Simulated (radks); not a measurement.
Tb29+, configuration [Kr] (the NIST ground configuration).

Method: Dirac Kohn-Sham, BLYP, spin-unpolarised, spherical densities, finite nucleus; Fermi nuclear charge, rms radius 5.06 fm; computed with a radial shooting solver on a logarithmic mesh with Libxc functionals.

Energy parts (hartree):
total: -11297.7418
kinetic: 12396.4930
electron-nucleus: -26366.9292
Hartree: 2891.6486
exchange-correlation: -218.9542

Orbitals (lengths in bohr, moments of r in powers of bohr; r(max) is where P^2 peaks):
orbital	occ.	eigenvalue (hartree)	r(max)
1s1/2	2	-1941.950	0.01364
2s1/2	2	-353.7279	0.07765
2p1/2	2	-338.1541	0.05857
2p3/2	4	-310.6849	0.06449
3s1/2	2	-106.8418	0.2189
3p1/2	2	-100.1370	0.2061
3p3/2	4	-94.33093	0.2183
3d3/2	4	-82.92169	0.1727
3d5/2	6	-81.64226	0.1761
4s1/2	2	-46.54095	0.4792
4p1/2	2	-43.77699	0.4776
4p3/2	4	-42.07668	0.4981

The highest occupied level is 4p3/2 at -1145.0 eV. For comparison, the ionisation energy in NIST's Atomic Spectra Database is 1165 eV (theoretical). In exact Kohn-Sham theory the highest level is minus the ionisation energy, but local and semilocal functionals leave it too shallow, through self-interaction and a potential that decays too fast; potentials with the right tail come closer. The electron density at the nucleus is 6.878e+05 e/bohr^3.
